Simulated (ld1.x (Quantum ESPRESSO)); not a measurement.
boron: excitation energies, all-electron against TM

| Quantity | Value |
| --- | --- |
| Element | boron (B) |
| Generator | ld1.x (Quantum ESPRESSO) 7.5 |
| Type | norm-conserving Troullier–Martins (Kleinman–Bylander form) |
| Functional | LDA (PZ) |
| Relativity | non-relativistic |
| Frozen core | [He] |
| Valence charge | 3 |
| Reference configuration | 2s1.5 2p0 (charge +1.5) |
| Partial waves | 2s (bound): rc 1.05 bohr; 2p (bound, empty): rc 2.00 bohr; 3d channel at 0.05 Ry: rc 2.05 bohr |
| Local potential | all-electron potential smoothed inside 1.35 bohr (lloc = -1) |
| Core correction | Bessel-smoothed model core inside 0.90 bohr |

Energies are relative to the spin-unpolarised reference configuration 2s1.5 2p0; without spin polarisation the order of configurations can differ from experiment. Spin-polarised rows fill each open shell by Hund’s rule, majority spin first.

```tsv
valence configuration	charge	ΔE all-electron (eV)	error AE − PS (meV)
2s2 2p0	+1	-11.156	+4.9
2s1 2p0	+2	14.142	+6.6
2s1 2p1	+1	-5.207	+22
2s2 2p1.3	-0.3	-20.257	+42
2s1 2p2	0	-13.805	+54
2s0 2p3	0	-8.096	+81
2s1.5 2p0 (spin-polarised)	+1.5	-0.125	+0.6
2s2 2p1 (spin-polarised)	0	-19.720	+46
```

What are ΔE and the potential's error for 2s2 2p1?

ΔE = -19.485 eV all-electron; the error (AE − PS) is +37 meV.

Levels in the configuration 2s2 2p0:

```
level  all-electron (eV)  pseudo (eV)
   2s            -19.412      -19.430
```
